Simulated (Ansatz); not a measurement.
System: sum formula SnOCl₂, net charge 0, singlet state. 
Coordinates optimised at B3LYP-D3(BJ)/def2-TZVP (Ansatz, an electronic-structure program):
SMILES: [Sn]([Cl])(=[O])[Cl]
```xyz
4

Sn    -0.2739    -0.2461    -0.0432
O     -1.6230    -1.4586    -0.2557
Cl    -0.2061     1.9614    -0.7536
Cl     1.7754    -0.5511     1.0009
```

Property: vertical triplet-singlet gap (E(triplet) - E(singlet); each state is the SCF solution reached for its spin), in kJ/mol. Cores are frozen in the correlated levels unless marked. UHF or UKS for open shells. Spin-orbit coupling is left out. Frozen are the shells of the preceding noble gas and the d and f shells that filled before the atom's block. In def2 rows, elements after Kr have scalar-relativistic effective core potentials. Basis-set limits of correlation are two-point, X^-3; Hartree-Fock from the larger set. [CCSD(T)-MP2]/basis is that difference in the basis named.

| level | program | vertical triplet-singlet gap (kJ/mol) |
|---|---|---|
| SVWN5/def2-TZVPD | Ansatz | 255.9 |
| wB97X-V/def2-TZVPD | Ansatz | 234.5 |
| B2PLYP/def2-TZVPD | Ansatz | 262.0 |
| SCS-MP2/def2-SVPD | Ansatz | 306.9 |
| CCSD/def2-SVPD | Ansatz | (withheld) |
| RI-MP2/CBS(def2-TZVPPD,def2-QZVPPD)+[CCSD(T)-MP2]/def2-TZVPPD | Ansatz | (withheld) |

Question: Complete the blanks.

Answer: 
- CCSD/def2-SVPD, vertical triplet-singlet gap (kJ/mol): 259.1
- RI-MP2/CBS(def2-TZVPPD,def2-QZVPPD)+[CCSD(T)-MP2]/def2-TZVPPD, vertical triplet-singlet gap (kJ/mol): 282.0
